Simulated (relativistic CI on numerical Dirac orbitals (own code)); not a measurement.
**Eu2+ (4f7) in a crystal field**

Calculated by Dirac-Coulomb-Breit CI, orbitals from a KLI potential per configuration, QED by a radiative potential, valence Slater integrals scaled by 0.7, one configuration in a parametric crystal field (own radial code).

Field parameters in Wybourne normalisation. The field is a parameter set, without covalency.

S and J are read from ⟨S²⟩ = S(S + 1) and ⟨J²⟩ = J(J + 1) of each level; they are not fictitious spins.

D3h, B20 = -170, B40 = -420, B60 = -240, B66 = 280 cm⁻¹, the lowest 10 levels:

```json
{"E (cm⁻¹)": "0.0", "Degeneracy": "2", "S": "3.47", "J": "3.50"}
{"E (cm⁻¹)": "0.1", "Degeneracy": "2", "S": "3.47", "J": "3.50"}
{"E (cm⁻¹)": "0.1", "Degeneracy": "2", "S": "3.47", "J": "3.50"}
{"E (cm⁻¹)": "0.3", "Degeneracy": "2", "S": "3.47", "J": "3.50"}
{"E (cm⁻¹)": "22780", "Degeneracy": "2", "S": "2.44", "J": "3.51"}
{"E (cm⁻¹)": "22791", "Degeneracy": "2", "S": "2.44", "J": "3.51"}
{"E (cm⁻¹)": "22804", "Degeneracy": "2", "S": "2.44", "J": "3.51"}
{"E (cm⁻¹)": "22818", "Degeneracy": "2", "S": "2.44", "J": "3.50"}
{"E (cm⁻¹)": "23297", "Degeneracy": "2", "S": "2.47", "J": "2.51"}
{"E (cm⁻¹)": "23308", "Degeneracy": "2", "S": "2.47", "J": "2.51"}
```

Principal g values of the ground doublet: 1.99, 7.97, 7.97.

D4h, B20 = 1290, B40 = 1100, B44 = 650, B60 = 80, B64 = 170 cm⁻¹, the lowest 16 levels:

```
E (cm⁻¹)  Degeneracy  Irrep     S     J
     0.0           2     Γ6  3.47  3.50
     1.0           2     Γ7  3.47  3.50
     1.7           2     Γ7  3.47  3.50
     2.0           2     Γ6  3.47  3.50
   22645           2     Γ6  2.44  3.50
   22748           2     Γ7  2.44  3.49
   22849           2     Γ7  2.44  3.49
   22906           2     Γ6  2.44  3.50
   23239           2     Γ7  2.47  2.53
   23288           2     Γ7  2.47  2.49
   23356           2     Γ6  2.47  2.50
   23748           2     Γ6  2.48  1.55
   23849           2     Γ7  2.48  1.56
   24977           2     Γ7  2.42  3.50
   24995           2     Γ6  2.42  3.51
   25022           2     Γ7  2.42  3.50
```

Principal g values of the ground doublet: 0.00, 0.00, 13.94.

The next free-ion level lies 22803 cm⁻¹ above the lowest; the field splits the ground level into components whose J stays near 7/2 as long as their spread is small against that gap.

Levels of this model without a field, named by their leading LS term (the scale mimics covalency, so terms lie below those of the real free ion): ⁸S°7/2 0, ⁶P°7/2 22803, ⁶P°5/2 23312, ⁶P°3/2 23796, ⁶I°7/2 25021, ⁶I°9/2 25348, ⁶I°17/2 25417, ⁶I°11/2 25608 cm⁻¹.
